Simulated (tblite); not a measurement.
C4H3BClF3.
Atom-mapped SMILES: `[F:1][C:2]([F:3])([F:4])[C:5]1=[CH:6][C@@H:7]1[BH:8][Cl:9]` (hydrogens: H10 on C6; H11 on C7; H12 on B8)

Computed with GFN2-xTB (tblite), gas phase: L-BFGS steps from a force-field or distance-geometry start until the largest atomic force falls under 0.01 eV/Å.

At the end of the run (lengths in Å): B8–Cl9 1.687, C6–C7 1.530, C2–F3 1.342, C6–H10 1.061, C2–F4 1.343, F1–C2 1.343, C7–B8 1.557, C5–C7–B8 120.0°, F1–C2–F3 106.7°, C2–C5–C7 142.4°, C7–B8–Cl9 119.2°, F1–C2–C5–C6 -116°, C2–C5–C6–C7 -179°, C5–C6–C7–B8 105°, H11–C7–B8–Cl9 -1°, H12–B8–C7–C6 -28°.

Question: These geometries were met on the way; a selection of coordinates is given. Order them by energy above the end point, lowest first.
A. B8–Cl9 1.812, C6–C7 1.527, C2–F3 1.367, C6–H10 1.080, C2–F4 1.358, F1–C2 1.363, C7–B8 1.573, C5–C7–B8 109.5°, F1–C2–F3 111.2°, C2–C5–C7 143.9°, C7–B8–Cl9 114.8°, F1–C2–C5–C6 -118°, C2–C5–C6–C7 180°, C5–C6–C7–B8 91°, H11–C7–B8–Cl9 41°, H12–B8–C7–C6 -11°
B. B8–Cl9 1.676, C6–C7 1.512, C2–F3 1.342, C6–H10 1.058, C2–F4 1.349, F1–C2 1.342, C7–B8 1.555, C5–C7–B8 107.4°, F1–C2–F3 106.1°, C2–C5–C7 141.8°, C7–B8–Cl9 119.2°, F1–C2–C5–C6 -122°, C2–C5–C6–C7 -173°, C5–C6–C7–B8 88°, H11–C7–B8–Cl9 30°, H12–B8–C7–C6 5°
C. B8–Cl9 1.705, C6–C7 1.546, C2–F3 1.337, C6–H10 1.051, C2–F4 1.327, F1–C2 1.338, C7–B8 1.559, C5–C7–B8 109.3°, F1–C2–F3 108.3°, C2–C5–C7 141.4°, C7–B8–Cl9 117.5°, F1–C2–C5–C6 -120°, C2–C5–C6–C7 -176°, C5–C6–C7–B8 89°, H11–C7–B8–Cl9 36°, H12–B8–C7–C6 -3°
D. B8–Cl9 1.870, C6–C7 1.477, C2–F3 1.389, C6–H10 1.106, C2–F4 1.386, F1–C2 1.382, C7–B8 1.595, C5–C7–B8 110.0°, F1–C2–F3 112.6°, C2–C5–C7 147.2°, C7–B8–Cl9 113.9°, F1–C2–C5–C6 -118°, C2–C5–C6–C7 178°, C5–C6–C7–B8 94°, H11–C7–B8–Cl9 44°, H12–B8–C7–C6 -16°
E. B8–Cl9 1.685, C6–C7 1.524, C2–F3 1.340, C6–H10 1.062, C2–F4 1.348, F1–C2 1.341, C7–B8 1.562, C5–C7–B8 114.8°, F1–C2–F3 107.6°, C2–C5–C7 137.1°, C7–B8–Cl9 119.9°, F1–C2–C5–C6 -137°, C2–C5–C6–C7 -157°, C5–C6–C7–B8 97°, H11–C7–B8–Cl9 30°, H12–B8–C7–C6 4°

Answer: E (0.095 eV), B (0.156 eV), C (0.269 eV), A (0.533 eV), D (0.947 eV).

```tsv
step	E above end (eV)	rms distance from the end, all atoms (Å)	largest force (eV/Å)	rms shift of all bonds from the end (Å)
14	0.095	0.351	0.173	0.004
5	0.156	0.400	0.717	0.008
2	0.269	0.409	1.087	0.014
1	0.533	0.420	2.170	0.039
0	0.947	0.426	2.671	0.064
```

Rows stand in the order of the answer.
